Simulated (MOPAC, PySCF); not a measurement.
H$_{3}$ClSi, SMILES `Cl[SiH3]`, neutral singlet in the gas phase. 

Cartesian coordinates (Å):
SMILES: [SiH3]Cl
```xyz
5

Si    -0.1276    -0.0050     0.0008
Cl     1.9264     0.0756    -0.0119
H     -0.6530     1.2421    -0.5971
H     -0.5593    -1.1766    -0.7929
H     -0.5865    -0.1362     1.4012
```
Charge 0, spin multiplicity 1.

All levels are single points at this geometry (r2SCAN-D4/def2-TZVP); Pople sets use spherical d functions. Orbital energies aren't observables, and empty levels follow the basis.

```
level                          HOMO (eV)  LUMO (eV)  gap (eV)  dipole (D)  vertical IE, Delta-SCF (eV)
-----------------------------  ---------  ---------  --------  ----------  ---------------------------
PBE-D3(BJ)/def2-TZVP in PySCF      -7.65      -0.97      6.68        1.17                            –
r2SCAN-D4/def2-TZVP in PySCF       -8.01      -0.53      7.49        1.22                        11.33
B3LYP/3-21G in PySCF               -8.67      -0.37      8.30        2.33                            –
B3LYP/6-311+G** in PySCF           -8.80      -0.66      8.14        1.68                            –
B3LYP/LANL2DZ in PySCF             -8.65      -0.34      8.32        2.33                            –
BP86/6-31G* in PySCF               -7.66      -0.96      6.70        1.60                            –
M06-2X/6-31G* in PySCF            -10.22       0.74     10.96        1.83                            –
PBE/6-31G* in PySCF                -7.55      -0.93      6.62        1.60                            –
HF/3-21G in PySCF                 -12.30       3.00     15.30        2.78                            –
HF/6-31G* in PySCF                -12.28       3.09     15.37        1.94                        10.95
HF/STO-3G in PySCF                -10.15       9.55     19.70        2.84                            –
AM1 in MOPAC                      -11.52      -0.40     11.12        1.68                            –
PM3 in MOPAC                      -10.23      -0.23     10.00        2.22                            –
```
